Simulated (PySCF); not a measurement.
C3H8O2Si, SMILES C[SiH2]OC(C)=O. Coordinates come from a PBE-D3(BJ)/def2-SVP optimisation. Other conformers were not sampled.

Computed equilibrium geometry at PBE-D3(BJ)/def2-SVP (PySCF confirms it by a frequency run) as Cartesian coordinates in Å (one conformer of several):
```xyz
14

Si    -1.1893     0.5632     0.6643
C     -2.1948    -0.8855     0.0304
O      0.5121     0.1887     0.7354
C      1.1387    -0.0323    -0.4451
C      2.6113    -0.3107    -0.2727
O      0.5468    -0.0005    -1.5121
H     -1.4885     0.8426     2.1075
H     -1.3833     1.8137    -0.1407
H     -3.2787    -0.6640     0.1147
H     -1.9830    -1.7977     0.6236
H     -1.9497    -1.0826    -1.0308
H      2.7533    -1.1844     0.3940
H      3.0994     0.5519     0.2233
H      3.0783    -0.4991    -1.2545
```
